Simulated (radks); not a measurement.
Valence configurations of neutral cobalt (all share [Ar]). Calculated with a radial shooting solver on a logarithmic mesh with Libxc functionals: scalar-relativistic Kohn-Sham, LDA (Slater exchange, Perdew-Wang correlation), spin-polarised, spherical densities, finite nucleus; open shells are filled with parallel spins first; Fermi nuclear charge, rms radius 3.7875 fm. Energies are relative to 3d7 4s2; eigenvalues in eV for spin up.

valence,E (eV),moment (Bohr magnetons),e(3d),e(4p),e(4s)
3d8 4s1,-0.386,3,-5.211,-,-5.017
3d7 4s2,0.000,3,-9.603,-,-5.923
3d9,1.678,1,-2.424,-,-
3d7 4s1.5 4p0.5,1.826,4,-10.464,-2.125,-6.723
3d6.5 4s2 4p0.5,3.194,4,-13.163,-2.322,-7.229
3d7 4s1 4p1,3.373,5,-11.148,-2.617,-7.367
3d7 4s0.5 4p1.5,5.775,5,-11.914,-2.966,-7.826
3d6 4s2 4p1,7.464,5,-16.898,-3.063,-8.439
3d7 4p2,8.230,5,-12.639,-3.285,-
3d6 4s1 4p2,10.874,7,-18.094,-3.904,-9.530

NIST lists [Ar] 3d7 4s2 as the ground configuration; this level of theory puts 3d8 4s1 lower, by 0.386 eV. The energies are those of spherical high-spin densities, not of single terms.
